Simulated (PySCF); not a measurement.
B3LYP has the VWN-RPA correlation part, as in Gaussian. 

```xyz
5

F     -0.4574    -1.0625    -0.7683
C     -0.0892    -0.0434     0.0013
F     -0.6186    -0.2073     1.2093
F     -0.5627     1.0823    -0.5231
Br     1.8544     0.0372     0.1238
```

Charge 0, multiplicity 1.

Q: Give the Mulliken and meta-Löwdin atomic charges from B3LYP-D3(BJ)/def2-TZVP run with PySCF.

A: 
```tsv
atom	Mulliken (e)	meta-Löwdin (e)
F1	-0.14	-0.24
C2	0.46	0.75
F3	-0.14	-0.24
F4	-0.14	-0.24
Br5	-0.04	-0.03
```
